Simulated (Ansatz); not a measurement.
```yaml
crystal:
  periodic: [false, false, false]
  atoms:
    - {symbol: O, position_ang: [1.145281, 0.117203, 1.309789]}
    - {symbol: C, position_ang: [0.468727, -0.294969, 0.401672]}
    - {symbol: O, position_ang: [0.540025, -1.569236, -0.021028]}
    - {symbol: Ga, position_ang: [-0.817873, 0.925115, -0.538358]}
    - {symbol: H, position_ang: [1.202285, -2.019964, 0.531858]}
    - {symbol: H, position_ang: [-2.254830, 1.072772, 0.054764]}
    - {symbol: H, position_ang: [-0.283615, 1.769079, -1.738687]}
basis:
  gaussian: {orbitals: 6-31G}
magnetization: {spin_polarized: true, initial_magnetization: 2}
hamiltonian: {xc: {name: TPSS}}
accuracy: high
```

```sh
$ ansatz run in.yaml --threads 2 --pin off --events-out ev --progress --plain --max-ram 4352MiB
```

How does Ansatz answer? (Best estimate.)

The calculation gave: The program refused the input.
```
Error: YAML parse error: error: line 14 column 19: hamiltonian.xc: no functional is named "TPSS"; the names, which are not case-sensitive, are SVWN5, SPW92, PBE, PBE0, PBEsol, revPBE, revPBE0, RPBE, rPW86-PBE, HSE06, wPBEh, LC-wPBE, HISS, HF, BLYP, B3LYP, B3LYP5, BHLYP, CAM-B3LYP, r2SCAN, r2SCANh, r2SCAN0, r2SCAN50, m-r2SCAN, B97, wB97, wB97X, wB97X-V, B97M-V, wB97M-V, B2PLYP, B2GP-PLYP, PBE0-DH, PBE-QIDH
12 |   gaussian: {orbitals: 6-31G}
13 | magnetization: {spin_polarized: true, initial_magnetization: 2}
14 | hamiltonian: {xc: {name: TPSS}}
15 | accuracy: high
```

HSE06 is defined as in plane-wave codes.
